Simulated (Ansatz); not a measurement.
Two members of one family (Series (H2AlX)2), computed with Ansatz in the gas phase. Binding counts from free atoms in the multiplicity of their measured ground term, without zero-point energy. A dash marks a value that wasn't run or was left out as unsound. The structures are stationary points that may keep the symmetry of their start.

First: (H2Al-mu-F)2 (singlet, charge 0, PBE0-D4/def2-SVP geometry).

```
atom   x (Å)   y (Å)   z (Å)
 Al1   0.931  -1.054   0.194
  H2   0.842  -2.245  -0.834
  H3   1.920  -0.878   1.408
  F4  -0.771  -0.551   0.706
 Al5  -0.931   1.054  -0.194
  H6  -0.841   2.244   0.834
  H7  -1.920   0.880  -1.408
  F8   0.770   0.551  -0.707
```

```
              level  HOMO (eV)  LUMO (eV)  gap (eV)  vertical IE (eV)  vertical triplet (eV)  binding per atom (eV)
    PBE-D4/def2-SVP      -7.25      -1.28      5.97                 –                      –                   3.32
   PBE-D4/def2-TZVP      -7.30      -1.55      5.75             10.05                   5.60                   3.27
r2SCAN-D4/def2-TZVP      -7.65      -1.08      6.56             10.29                   6.01                   3.34
     B3LYP-D4/6-31G      -8.53      -0.80      7.73                 –                      –                   3.08
  PBE0-D4/def2-TZVP      -8.63      -0.75      7.88             10.62                   6.27                   3.24
```

Second: (H2Al-mu-Br)2 (singlet, charge 0, PBE0-D4/def2-SVP geometry).

```xyz
8

Al    1.031   -0.690   -1.177
H     2.373   -1.318   -0.638
H     0.526   -0.622   -2.670
Br   -0.821   -1.574    0.204
Al   -1.030    0.690    1.177
H    -0.522    0.619    2.668
H    -2.374    1.320    0.643
Br    0.819    1.575   -0.207
```

**Question.** Estimate the same table for the second.

**Answer.** 
```csv
level,HOMO (eV),LUMO (eV),gap (eV),vertical IE (eV),vertical triplet (eV),binding per atom (eV)
PBE-D4/def2-SVP,-6.95,-1.76,5.20,–,–,2.65
PBE-D4/def2-TZVP,-6.99,-1.80,5.19,9.44,5.03,2.64
r2SCAN-D4/def2-TZVP,-7.32,-1.41,5.91,9.69,5.41,2.72
B3LYP-D4/6-31G,-8.16,-1.41,6.75,–,–,2.39
PBE0-D4/def2-TZVP,-8.24,-1.03,7.21,10.01,5.79,2.65
```
